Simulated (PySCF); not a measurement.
C3H6OSi, SMILES C([SiH2]C#C)O.

Geometry: TPSSh-D3(BJ)/def2-SVP. This is a generated structure with no PubChem entry under its InChIKey; it may be hypothetical. Other conformers were not sampled.

Two levels are set side by side: PBE/def2-TZVP (PySCF) and HF/def2-TZVP (PySCF). Same geometry, gas phase. Differences are taken from unrounded values.

```
quantity                         HF
---------------------------  ------
orbital gap (eV)              13.81
highest occupied level (eV)  -10.70
lowest empty level (eV)        3.11
dipole moment (D)              1.86
mean polarisability (bohr³)    59.8
```

**Question.** What does PBE give, and how far is it from HF? (Estimate from the structure and the level; the computed values follow.)

**Answer.** 
```
quantity                       PBE  PBE minus HF
---------------------------  -----  ------------
orbital gap (eV)              5.39         -8.42
highest occupied level (eV)  -6.45          4.26
lowest empty level (eV)      -1.06         -4.16
dipole moment (D)             1.82         -0.04
mean polarisability (bohr³)   66.1           6.3
```

Without exact exchange PBE keeps part of each electron's self-repulsion, which lifts occupied levels and narrows the gap. PBE's more diffuse valence density responds more strongly to a field. Differences between two approximate levels are no errors against the true value.

Rough cost on one machine, each run with all the roots and properties that it gave: HF against PBE about 1/3.
